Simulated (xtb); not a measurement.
xtb input:

```bash
xtb mol.xyz --gfn 1 --sp --chrg 1 --uhf 0
```
mol.xyz:
```
5

C     -0.57953066    -0.00171288    -0.00616437
C      0.67202206     0.00198625     0.00714819
H      1.75324261     0.00518195     0.01864896
H     -1.15674222     0.93590400    -0.02445489
H     -1.15144876    -0.94272618    -0.00009696
```

**Question.** What final total energy does it print?

**Answer.** -5.19794 Eh (GFN1-xTB).

It need not be the lowest isomer of its formula.
